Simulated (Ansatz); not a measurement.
Basis-set extrapolation for CH5F2NOSi (`N[Si](O)(F)CF`) (PBE0-D4/def2-TZVP geometry, frozen core, Ansatz 0.2.0). Multiplicity 1, RHF reference.

```tsv
	def2-TZVPP	def2-QZVPP
HF	-658.246240	-658.273383
MP2 correlation	-1.235083	-1.340654
CCSD(T) correlation	-1.302738	not run
```

Energies in hartree. Use E(X) = E(∞) + A·exp(−7.88·√X) for Hartree–Fock and E(X) = E(∞) + B·X^(−2.97) for correlation, with X = 3 and 4, and add CCSD(T) minus MP2 of the smaller set to the MP2 limit.

What is the CCSD(T) energy at the basis-set limit?

HF limit: -658.273383 + (-0.027143) × 0.13774 = -658.27712. MP2 limit: -1.340654 + (-0.105571) × 0.74074 = -1.41885. Higher-order term: -1.302738 − (-1.235083) = -0.06766. Total: -659.76363 hartree, 563.6 kJ/mol below CCSD(T)/def2-TZVPP.
